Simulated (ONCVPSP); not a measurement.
# What one change does to a pseudopotential (As (Z = 33), ONCV)

- Element: arsenic
- Generator: ONCVPSP 4.0.1
- Type: optimised norm-conserving Vanderbilt (ONCV)
- Functional: PBE
- Relativity: scalar-relativistic
- Frozen core: [Ar]
- Valence charge: 15
- Reference configuration: 3d10 4s2 4p3
- Partial waves: 4s: rc 1.45 bohr, ncon 3, nbas 8, qcut 4.4 1/bohr, 2 projectors, debl 0.4 Ha; 4p: rc 1.60 bohr, ncon 3, nbas 6, qcut 6.2 1/bohr, 1 projector; 3d: rc 1.15 bohr, ncon 5, nbas 10, qcut 14.6 1/bohr, 2 projectors, debl 0.7 Ha
- Local potential: polynomial inside 0.75 bohr (lpopt 1, dvloc0 0 Ha)
- Core correction: none

In the s channel the program set the typed energies aside and used -0.533, 0.250 Ha. In the d channel the program set the typed energies aside and used -1.494, 0.250 Ha.

Change: s: qcut 3.

Cutoffs: the cutoffs (Ha) at which the residual kinetic energy of the hardest occupied pseudo-wave falls to 1 and 0.1 mHa per electron; they do not see the model core or the augmentation charge, which bear on the density cutoff. Errors are all-electron minus pseudo energies relative to the spin-unpolarised reference configuration.

Question: How do hardness, ghosts and transferability respond?

Answer: The potential gets harder (89 Ha and 98 Ha → 89 Ha and 120 Ha); both files keep a bound ghost (s); of the 4 tests that both files solve, the error grows in 1 and shrinks in 1 by more than 15 % and 0.3 meV (median size 3.6 → 4.6 meV).

```csv
quantity,base,changed
"cutoff, loose",89 Ha,89 Ha
"cutoff, tight",98 Ha,120 Ha
loose cutoff by channel,"s 9.7 Ha, p 9.4 Ha, d 89 Ha","s 76 Ha, p 9.4 Ha, d 89 Ha"
bound ghosts,s,s
GHOST(+) flags under 300 eV,p at 14.0 eV,p at 14.0 eV
"error for 3d10 4s2 4p2, meV [ΔE 9.15 eV]",+3.1,+2.9
"error for 3d10 4s2 4p1, meV [ΔE 27.07 eV]",+14,+14
"error for 3d10 4s2 4p0, meV [ΔE 54.77 eV]",+3.6,+2.5
"error for 3d10 4s1 4p4, meV [ΔE 9.42 eV]",+3.6,+6.2
s: phases at 1.47 bohr within 0.05 rad from the reference energy up to (Ha; the scan ends near 5),to the end of the scan,to the end of the scan
p: phases at 1.62 bohr within 0.05 rad from the reference energy up to (Ha; the scan ends near 5),0.3,0.3
d: phases at 1.17 bohr within 0.05 rad from the reference energy up to (Ha; the scan ends near 5),to the end of the scan,to the end of the scan
```

 A true bound ghost makes a file unfit for plane-wave use even where its test errors are small: the radial tests pick states by their node count and pass the ghost by.
